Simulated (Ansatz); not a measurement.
Relaxation of F2H8N3OTa (15 atoms, charge 0, multiplicity 1), to a largest force component of 0.03 eV/Å in at most 50 steps.

Theory: RKS PBE/def2-SVP in Ansatz.

```xyz
15
Properties=species:S:1:pos:R:3:forces:R:3
Ta -0.465 -0.224 0.181 -0.23 -0.14 0.23
F 2.663 -0.492 -0.012 0.44 0.34 -0.08
N 0.317 0.444 1.887 0.03 0.20 -0.02
H 0.870 -0.159 2.505 0.00 0.05 -0.03
H 0.242 1.405 2.242 0.02 -0.23 -0.06
N 0.459 0.174 -1.537 0.10 0.04 -0.08
H -0.011 0.131 -2.450 0.08 0.03 0.08
H 1.483 0.232 -1.637 -0.21 -0.01 0.04
N -1.665 1.406 0.044 -0.12 0.13 0.06
H -2.542 1.585 0.567 0.29 -0.12 -0.31
H -1.484 2.194 -0.595 -0.04 -0.10 0.19
F -2.114 -1.214 0.172 -0.05 -0.09 0.03
O 0.336 -2.007 0.672 -0.05 -0.24 -0.37
H -0.114 -2.880 0.582 0.28 0.60 0.15
H 2.379 -1.365 0.168 -0.55 -0.48 0.17
```

Problem. Where does it end, and by what steps?

Solution. The run converged. After 12 steps the energy has fallen by 0.471 eV; F2 moved furthest, 0.77 Å.

```
step  energy less start (eV)  largest force component (eV/Å)  accepted
   0                  0.0000                           0.604       yes
   1                 -0.1091                           1.704       yes
   2                 -0.2880                           0.758       yes
   3                 -0.3629                           1.031       yes
   4                 -0.4222                           0.625       yes
   5                 -0.4398                           0.424       yes
   6                 -0.4588                           0.511       yes
   7                 -0.4663                           0.258       yes
   8                 -0.4693                           0.079       yes
   9                 -0.4697                           0.143       yes
  10                 -0.4691                           0.081        no
  11                 -0.4712                           0.036       yes
  12                 -0.4714                           0.016       yes
```

```xyz
15
Properties=species:S:1:pos:R:3
Ta -0.501 -0.122 0.273
F 2.739 -1.210 -0.276
N 0.412 0.614 1.867
H 1.121 0.081 2.381
H 0.275 1.541 2.279
N 0.559 0.405 -1.315
H 0.249 0.497 -2.287
H 1.570 0.188 -1.270
N -1.860 1.317 -0.066
H -2.869 1.224 0.097
H -1.662 2.225 -0.503
F -2.105 -1.171 0.532
O 0.428 -1.911 0.420
H 0.084 -2.781 0.686
H 1.914 -1.668 -0.027
```

The run took 40 s on 4 threads of Arm Neoverse V2, on a shared host, peak memory 0.23 GiB.
